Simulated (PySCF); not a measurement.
Al(OH)(OMe)(SeH) (CH5AlO2Se), SMILES [OH][Al]([SeH])[O]C. Atoms are numbered in the order given.

```xyz
10

Al     0.5315    -0.4293     0.0459
O      2.0070    -0.4837     0.8867
H      2.6798    -1.1678     0.8560
O     -0.0435    -1.5947    -1.0254
C      0.1840    -2.8152    -1.6539
H      0.1984    -2.6915    -2.7520
H      1.1453    -3.2786    -1.3574
H     -0.6205    -3.5334    -1.4127
Se    -0.8035     1.4064     0.4048
H      0.1944     1.9533     1.3388
```

The structure is a stationary point at r2SCAN-D4/def2-SVP. One conformer was computed; it need not be the lowest.

Method: IEF-PCM-M06-2X/def2-SVP (PySCF).

The values are the electrostatic part of the solvation free energy, E(continuum) − E(gas) at the gas-phase geometry, in a cavity of scaled van der Waals radii (PySCF's table); cavitation and dispersion terms are not included. A continuum can't describe solvent molecules that bind to the metal. In vacuum the orbital gap is 8.47 eV. The dipole moment in vacuum is 3.15 D.

```tsv
solvent	ε	ΔG(elec) (kcal/mol)	dipole (D)	gap (eV)
water	78.36	-7.6	3.99	8.86
n-hexane	1.88	-2.6	3.43	8.61
chloroform	4.71	-5.3	3.73	8.74
```
